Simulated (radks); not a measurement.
The cobalt ion Co4+, configuration [Ne] 3s2 3p5 3d6 (not the ground configuration).

All-electron calculation, non-relativistic Kohn-Sham, PBE, spin-polarised, spherical densities, point nucleus; open shells are filled with parallel spins first. Program: a radial shooting solver on a logarithmic mesh with Libxc functionals.

Energy parts (hartree):
part                       energy
total                 -1376.23359
kinetic                1375.30439
electron-nucleus      -3227.60973
Hartree                 533.29306
exchange-correlation    -57.22131

Orbitals (lengths in bohr, moments of r in powers of bohr; <r^-3> diverges for s and p1/2; r(max) is where P^2 peaks):
| orbital | occ. | eigenvalue (hartree) | <r^4> | <r^-3> | r(max) | <r> |
|---|---|---|---|---|---|---|
| 1s up | 1 | -278.6654 | 0.00004806 | - | 0.03750 | 0.05691 |
| 1s down | 1 | -278.6466 | 0.00004805 | - | 0.03750 | 0.05690 |
| 2s up | 1 | -34.85487 | 0.01085 | - | 0.2160 | 0.2588 |
| 2s down | 1 | -34.74523 | 0.01074 | - | 0.2159 | 0.2583 |
| 2p up | 3 | -30.58091 | 0.007992 | 527.8 | 0.1732 | 0.2263 |
| 2p down | 3 | -30.48835 | 0.007896 | 529.6 | 0.1730 | 0.2258 |
| 3s up | 1 | -6.00888 | 0.7206 | - | 0.6711 | 0.7660 |
| 3s down | 1 | -5.75043 | 0.7483 | - | 0.6729 | 0.7715 |
| 3p up | 3 | -4.71226 | 0.9000 | 70.67 | 0.6731 | 0.7906 |
| 3p down | 2 | -4.45897 | 0.9543 | 68.91 | 0.6760 | 0.7993 |
| 3d up | 5 | -2.55236 | 1.759 | 7.558 | 0.6353 | 0.8625 |
| 3d down | 1 | -2.31500 | 2.111 | 7.250 | 0.6437 | 0.8922 |

The highest occupied level is 3d down at -62.994 eV. Virial ratio -V/T = 2.00068. Summed over all electrons, <r^2> = 11.17 bohr^2, which gives a Langevin (diamagnetic) susceptibility term of -8.84 x 10^-6 cm^3/mol. The spin density at the nucleus is -0.947 e/bohr^3 (1s -0.543, 2s -2.073, 3s 1.669), a Fermi contact field of -49.6 T. The density falls to 0.001 e/bohr^3 at r = 2.50 bohr.
